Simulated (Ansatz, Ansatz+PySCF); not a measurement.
```xyz
2

H     0.0000    0.0000   -0.9524
F     0.0000    0.0000    0.1058
```

Basis set: 6-31G (spherical functions). Frozen core: 1 orbital. Charge 0, multiplicity 1.

Computed with Ansatz (development build ahead of 0.2.0); each method stands on the lowest determinant of its kind that the runs found. Restricted open shells among the atoms or ions are ROHF, correlated in semicanonical orbitals with singles. Restricted functionals stand beside restricted open-shell atoms, which can lie above the unrestricted atoms usual in DFT and then raise those values.

The atomization energy at this shape (free ground-state atoms in the same class of orbitals less the molecule, no zero-point energy) of singlet HF:

| method | atomization energy |
| --- | --- |
| PBE0 (restricted) | 111.10 kcal/mol |
| RHF-CCSD(T) | 101.83 kcal/mol |
| RHF-MP2 | 103.50 kcal/mol |

What does RHF give?

68.75 kcal/mol. Caution: the shape is not the minimum.

This basis has no polarisation functions and is too small for such energies, which can lie far from measured ones in either direction.
